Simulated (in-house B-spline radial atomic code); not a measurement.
The numbers below are computed, except where a source is named.
## Ghost states of the separable form: V

V, [Ar] 3d3 4s2, non-relativistic LDA (VWN5), spherical and spin-unpolarised, from a B-spline radial code for spherical atoms (atomic units; all potentials screened as in the neutral atom).

Troullier-Martins channels: 4s (ε = -0.1760, r_c = 2.354 bohr), 3d (ε = -0.2046, r_c = 2.354 bohr). In the Kleinman-Bylander form one channel serves as the local potential, and each other channel l becomes |δV u><u δV|/<u|δV|u>, with δV = V_l − V_local and u the pseudo-orbital. Its strength is E_KB = <u|δV²|u>/<u|δV|u>. By the analysis of Gonze, Stumpf and Scheffler a spurious state lies below the reference level ε if E_KB > 0 and ε is above the second level of the local potential alone, or if E_KB < 0 and ε is above its first. The table's levels are those of angular momentum l in a sphere of 9 bohr, whose wall can lift a shallow ε a little above its free-atom value.

```
local  channel  <u δV u>  <u δV² u>        ε  first local level  second local level
    s        d   -3.4956     22.249  -0.2046             0.0805              0.3267
    d        s    0.1511    0.71331  -0.1750            -5.5041             -0.5525
```

(1) Apply the rule to each row.

Diagonalising the separable Hamiltonian gives:

```tsv
local	channel	three lowest levels	all-electron, two lowest valence levels
s	d	-0.2046, 0.1050, 0.3888	-0.2046, 0.1019
d	s	-2.7035, -0.1750, 0.1009	-0.1750, 0.1015
```

(2) Which choices of local channel are safe?

Answers

(1) Local s, channel d: E_KB = -6.36, so ε = -0.2046 is set against 0.0805: no ghost. Local d, channel s: E_KB = +4.72, so ε = -0.1750 is set against -0.5525: a ghost.

(2) Free of ghosts: s. With d local the s channel has a ghost 2.53 hartree below ε, since the local potential binds more than one state below ε, and a repulsive term of rank one raises each level at most to the next, so it clears only one of them. Among the safe choices the second level, which tests transfer, is off by at most 3.1 millihartree (s local).
